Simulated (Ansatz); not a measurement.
`O=CB(S)Cl` + HCl → `SB(Cl)Cl` + `C=O` at 400 K and 1 bar (ligand exchange at a B–C bond).

Isolated molecules relaxed with PBE0-D4/def2-TZVP in Ansatz; ΔE leaves out vibrations. CCSD(T)/CBS is the MP2 limit (def2-TZVPP, def2-QZVPP) plus CCSD(T) − MP2 in def2-TZVPP, frozen cores. This one scheme is used for every species. Each species was taken in one conformer, which may not be the lowest.

```csv
species,CCSD(T)/CBS energy (Eh),H − E (kJ/mol),S (J/(mol·K))
`O=CB(S)Cl`,-996.81887,116.9,363.6
HCl,-460.38127,29.6,195.4
`SB(Cl)Cl`,-1342.83724,66.5,332.8
`C=O`,-114.39408,83.9,229.4
```

H − E and S are ideal-gas, rigid-rotor, harmonic terms from PBE0-D4/def2-TZVP, for one conformer and one mirror image of each species. 1 Eh = 2625.50 kJ/mol, R = 8.31446 J/(mol·K).

Problem. By hand: ΔE, ΔH, ΔS and ΔG.

Solution. ΔE = (-1342.83724) + (-114.39408) − (-996.81887) − (-460.38127) = -0.03118 Eh = -81.9 kJ/mol. Δ(H − E) = 66.5 + 83.9 − 116.9 − 29.6 = 3.9, so ΔH = -78.0 kJ/mol. ΔS = 332.8 + 229.4 − 363.6 − 195.4 = 3.2 J/(mol·K). ΔG = -78.0 − 400 × (3.2)/1000 = -79.3 kJ/mol.

Problem. By hand: the equilibrium constant, and the temperature at which ΔG would vanish if ΔH and ΔS stayed fixed.

Solution. log₁₀ K = −ΔG/(RT ln 10) = 10.4. ΔH and −TΔS have one sign here, so there is no such temperature. One of them is within its doubt of zero, so this could turn.

The number of gas molecules stays the same, so ΔS is small and ΔH decides. A doubt of 5 kJ/mol in ΔE shifts log₁₀ K by 0.7 here. Other conformers and mirror images would add mixing entropy, several J/(mol·K) or more a flexible species. Modes under 60 cm⁻¹, often nearly free rotors, make the harmonic entropy too high. These are equilibria of isolated gas molecules and say nothing of rates. Largest T1 diagnostic: 0.015 (customary marks: 0.02 for closed shells, 0.045 for open ones).
